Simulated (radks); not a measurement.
Values are calculated unless marked as measured or tabulated.
Numerical settings for neutral antimony, [Kr] 4d10 5s2 5p3. Level of theory: Dirac Kohn-Sham, LDA (Slater exchange, Perdew-Wang correlation), spin-unpolarised, spherical densities, point nucleus; open shells fill j = l - 1/2 first (a radial shooting solver on a logarithmic mesh with Libxc functionals). The defaults (mesh step 0.008 in ln r, mesh end at 40 bohr or more with all orbitals vanishing there, Anderson mixing 0.5 over 9 steps, residual threshold near 1e-9 with the energy settled to 1e-9 hartree or 1e-11 of itself, here a cap of 89 iterations) give E = -6478.0333 hartree and 5p3/2 at -4.670 eV in 13 iterations. Run on one thread of a shared host, so times are rough (Intel(R) Xeon(R) Platinum 8488C): 0.15 s of CPU time, 0.15 s wall, 13 iterations on 2725 mesh points. Changes against that run (0 stands for a change within the tolerance of the run):

setting                    iterations  converged  E (mhartree)  e(5p3/2) (meV)  CPU (s)
mesh step in ln r 0.12              2         no      diverged               -     0.03
mesh step in ln r 0.03             13        yes      +0.00183               0     0.04
mesh step in ln r 0.08             13        yes        +0.757         -0.0638     0.02
mesh end (bohr) 5                  13        yes          +139       +3.01e+03     0.13
mesh end (bohr) 12                 13        yes       +0.0278              +3     0.13
residual threshold 0.1              7        yes      +0.00193           -16.5      0.1
residual threshold 0.001            7        yes      +0.00193           -16.5      0.1
mixing 1.5                         13        yes             0               0     0.15
linear mixing, mixing 0.2          87        yes             0               0     0.64
linear mixing, mixing 0.8          69        yes             0               0     0.66
mixing history 3                   16        yes             0               0     0.18
iteration cap 3                     3         no         +1.43            +336     0.05

Settings that end as converged yet miss the energy by more than 1 mhartree: mesh end (bohr) 5 (+0.139 hartree). A mesh that ends early acts as a hard wall.
